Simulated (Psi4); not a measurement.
F₂O, singlet, geometry from GFN2-xTB; Psi4 1.11 with CCSD(T)/6-31G**.

Input for Psi4:
```
memory 2 GB

molecule {
0 1
  F     0.01888970    1.09187156   -0.24723650
  O    -0.02243225   -0.00276003    0.56897714
  F     0.00105008   -1.08941820   -0.25852096
}

set basis 6-31g**

energy('ccsd(t)')
print_variables()
```

Output, abridged:

```
   => Loading Basis Set <=

    Name: 6-31G**
    Role: ORBITAL
    Keyword: BASIS

         ---------------------------------------------------------
                                   SCF
               by Justin Turney, Rob Parrish, Andy Simmonett
                          and Daniel G. A. Smith
                              RHF Reference
         ---------------------------------------------------------

  ==> Geometry <==

    Molecular point group: cs
    Full point group: Cs

    Geometry (in Angstrom), charge = 0, multiplicity = 1:

       Center              X                  Y                   Z               Mass
    ------------   -----------------  -----------------  -----------------  -----------------
         F            0.238375106571     1.091864229715     0.000000000000    18.998403162730
         O           -0.578832425975    -0.002805755372     0.000000000000    15.994914619570
         F            0.248948757082    -1.089502040785     0.000000000000    18.998403162730

  Running in cs symmetry.

  Rotational constants: A =      2.21370  B =      0.37294  C =      0.31917 [cm^-1]
  Rotational constants: A =  66365.02916  B =  11180.53806  C =   9568.52546 [MHz]
  Nuclear repulsion =   75.431355068820608

  Charge       = 0
  Multiplicity = 1
  Electrons    = 26
  Nalpha       = 13
  Nbeta        = 13

  ==> Algorithm <==

  SCF Algorithm Type is PK.
  DIIS enabled.
  MOM disabled.
  Fractional occupation disabled.
  Guess Type is SAD.
  Energy threshold   = 1.00e-08
  Density threshold  = 1.00e-08
  Integral threshold = 1.00e-12

  ==> Primary Basis <==

  Basis Set: 6-31G**
    Blend: 6-31G**
    Number of shells: 18
    Number of basis functions: 45
    Number of Cartesian functions: 45
    Spherical Harmonics?: false
    Max angular momentum: 2

  ==> Integral Setup <==

  Using in-core PK algorithm.
   Calculation information:
      Number of atoms:                   3
      Number of AO shells:              18
      Number of primitives:             45
      Number of atomic orbitals:        45
      Number of basis functions:        45

      Integral cutoff                 1.00e-12
      Number of threads:                 1

  Performing in-core PK
  Using 1072260 doubles for integral storage.
  We computed 14397 shell quartets total.
  Whereas there are 14706 unique shell quartets.

  ==> DiskJK: Disk-Based J/K Matrices <==

    J tasked:                  Yes
    K tasked:                  Yes
    wK tasked:                  No
    Schwarz Cutoff:          1E-12

  Minimum eigenvalue in the overlap matrix is 5.4868613414E-03.
  Reciprocal condition number of the overlap matrix is 1.1290668702E-03.
    Using symmetric orthogonalization.

  ==> Pre-Iterations <==

  SCF Guess: Superposition of Atomic Densities via on-the-fly atomic UHF (no occupation information).

   -------------------------
    Irrep   Nso     Nmo
   -------------------------
     A'        33      33
     A"        12      12
   -------------------------
    Total      45      45
   -------------------------

  ==> Iterations <==

                        Total Energy        Delta E     RMS |[F,P]|

   @RHF iter SAD:  -272.69061749182947   -2.72691e+02   0.00000e+00
   @RHF iter   1:  -273.37785357070931   -6.87236e-01   1.21048e-02 ADIIS/DIIS
   @RHF iter   2:  -273.42787419221941   -5.00206e-02   7.70438e-03 ADIIS/DIIS
   @RHF iter   3:  -273.45055019915151   -2.26760e-02   1.76313e-03 ADIIS/DIIS
   @RHF iter   4:  -273.45215828290054   -1.60808e-03   4.47619e-04 ADIIS/DIIS
   @RHF iter   5:  -273.45233367131880   -1.75388e-04   1.19221e-04 ADIIS/DIIS
   @RHF iter   6:  -273.45234985393455   -1.61826e-05   4.02784e-05 DIIS
   @RHF iter   7:  -273.45235204841867   -2.19448e-06   7.75690e-06 DIIS
   @RHF iter   8:  -273.45235212623066   -7.78120e-08   1.18298e-06 DIIS
   @RHF iter   9:  -273.45235212844062   -2.20996e-09   3.77531e-07 DIIS
   @RHF iter  10:  -273.45235212874098   -3.00361e-10   9.34770e-08 DIIS
   @RHF iter  11:  -273.45235212875792   -1.69393e-11   2.48641e-08 DIIS
   @RHF iter  12:  -273.45235212875946   -1.53477e-12   6.83677e-09 DIIS
  Energy and wave function converged.

  ==> Post-Iterations <==

    Orbital Energies [Eh]
    ---------------------

    Doubly Occupied:

[...]
       3App   -0.560068

    Virtual:

[...]
    Final Occupation by Irrep:
             Ap   App
    DOCC [    10,    3 ]
    NA   [    10,    3 ]
    NB   [    10,    3 ]

  @RHF Final Energy:  -273.45235212875946

   => Energetics <=

    Nuclear Repulsion Energy =             75.4313550688206078
    One-Electron Energy =                -531.0684009940556507
    Two-Electron Energy =                 182.1846937964756137
    Total Energy =                       -273.4523521287594576

Computation Completed

Properties will be evaluated at   0.000000,   0.000000,   0.000000 [a0]

Properties computed using the SCF density matrix

 Multipole Moments:

 ------------------------------------------------------------------------------------
     Multipole            Electronic (a.u.)      Nuclear  (a.u.)        Total (a.u.)
 ------------------------------------------------------------------------------------

 L = 1.  Multiply by 2.5417464519 to convert [e a0] to [Debye]
 Dipole X            :          0.3660071           -0.4625003           -0.0964933
 Dipole Y            :          0.0017741           -0.0022419           -0.0004677
 Dipole Z            :          0.0000000            0.0000000            0.0000000
 Magnitude           :                                                    0.0964944

 ------------------------------------------------------------------------------------

 MINTS: Wrapper to libmints.
   by Justin Turney

   Calculation information:
      Number of threads:                 1
      Number of atoms:                   3
      Number of AO shells:              18
      Number of SO shells:              18
      Number of primitives:             45
[...]
	Reference energy             =   -273.45235212875986

            **************************
            *                        *
            *        CCENERGY        *
            *                        *
            **************************

    Nuclear Rep. energy (wfn)     =   75.431355068820608
    SCF energy          (wfn)     = -273.452352128759458
    Reference energy    (file100) = -273.452352128759856

    Input parameters:
    -----------------
    Wave function   =     CCSD_T
    Reference wfn   =     RHF
    Brueckner       =     No
    Maxiter         =     50
    R_Convergence   =     1.0e-07
    E_Convergence   =     1.0e-06
    Restart         =     Yes
    DIIS            =     Yes
    AO Basis        =     NONE
    ABCD            =     NEW
    Cache Level     =     2
    Cache Type      =     LOW
    Print Level     =     1
    Num. of threads =     1
    # Amps to Print =     10
    Print MP2 Amps? =     No
    Analyze T2 Amps =     No
    Print Pair Ener =     No
    Local CC        =     No
    SCS-MP2         =     False
    SCSN-MP2        =     False
    SCS-CCSD        =     False

MP2 correlation energy -0.5427973444146312
                Solving CC Amplitude Equations
                ------------------------------
  Iter             Energy              RMS        T1Diag      D1Diag    New D1Diag    D2Diag
  ----     ---------------------    ---------   ----------  ----------  ----------   --------
     0        -0.542797344414631    0.000e+00    0.000000    0.000000    0.000000    0.160352
     1        -0.530743996370151    6.455e-02    0.009542    0.029067    0.029067    0.165741
     2        -0.545903645360739    2.694e-02    0.009548    0.027365    0.027365    0.178155
     3        -0.550740885481065    1.268e-02    0.011609    0.035436    0.035436    0.185562
     4        -0.550592032142247    3.777e-03    0.012041    0.037160    0.037160    0.186819
     5        -0.550746280628711    2.144e-03    0.012408    0.038891    0.038891    0.187325
     6        -0.550769143069234    7.522e-04    0.012562    0.039623    0.039623    0.187258
     7        -0.550731550492990    2.944e-04    0.012612    0.039820    0.039820    0.187119
     8        -0.550733716822409    7.172e-05    0.012623    0.039860    0.039860    0.187105
     9        -0.550735611969958    2.661e-05    0.012625    0.039862    0.039862    0.187104
    10        -0.550734021058188    1.060e-05    0.012626    0.039863    0.039863    0.187102
    11        -0.550734521490416    4.103e-06    0.012626    0.039861    0.039861    0.187103
    12        -0.550734405689553    1.653e-06    0.012626    0.039861    0.039861    0.187103
    13        -0.550734486041651    6.914e-07    0.012626    0.039861    0.039861    0.187103
    14        -0.550734496108555    2.907e-07    0.012626    0.039860    0.039860    0.187103
    15        -0.550734497462195    1.361e-07    0.012626    0.039860    0.039860    0.187103
    16        -0.550734494451409    6.395e-08    0.012626    0.039860    0.039860    0.187103

    Iterations converged.

    Largest TIA Amplitudes:
              6   1         0.0301240379
              8   1        -0.0246424283
              9   0        -0.0234319583
              7   0         0.0174994817
              5   0         0.0162759978
             10  23        -0.0159282417
              6  16        -0.0120951715
             11  24        -0.0104037057
              9  15        -0.0098232220
              9   6        -0.0095821390

    Largest TIjAb Amplitudes:
      6   6   1   1        -0.0680424005
      9   9   1   1        -0.0618897747
      9   9   0   0        -0.0492572403
      6   9   1   0        -0.0471053441
      9   6   0   1        -0.0471053441
      6   9   0   1        -0.0439811835
      9   6   1   0        -0.0439811835
      8   8   0   0        -0.0413341132
      7   7   0   0        -0.0359400831
      6   6   0   0        -0.0352041056

    SCF energy       (wfn)                    = -273.452352128759458
    Reference energy (file100)                = -273.452352128759856

    Opposite-spin MP2 correlation energy      =   -0.395307124077239
    Same-spin MP2 correlation energy          =   -0.147490220337393
    Singles MP2 correlation energy            =   -0.000000000000000
    MP2 correlation energy                    =   -0.542797344414631
      * MP2 total energy                      = -273.995149473174479

    Opposite-spin CCSD correlation energy     =   -0.423417782733347
    Same-spin CCSD correlation energy         =   -0.127316711718061
    Singles CCSD correlation energy           =    0.000000000000000
    CCSD correlation energy                   =   -0.550734494451409
      * CCSD total energy                     = -274.003086623211288

            **************************
            *                        *
            *        CCTRIPLES       *
            *                        *
            **************************

    Wave function   =    CCSD_T
    Reference wfn   =      RHF

    Nuclear Rep. energy (wfn)                =   75.431355068820608
    SCF energy          (wfn)                = -273.452352128759458
    Reference energy    (file100)            = -273.452352128759856
    CCSD energy         (file100)            =   -0.550734494451409
    Total CCSD energy   (file100)            = -274.003086623211288

    Number of ijk index combinations:              455
    Approx. words needed per explicit thread:           48668
    Number of threads for explicit ijk threading:    1

    MKL num_threads set to 1 for explicit threading.

    (T) energy                                =   -0.015361945349818
      * CCSD(T) total energy                  = -274.018448568561098

  Variable Map:
  ----------------------------------------------------------------------------
[...]
  Array Variable Map:
  ----------------------------------------------------------------------------
[...]
[...]
```
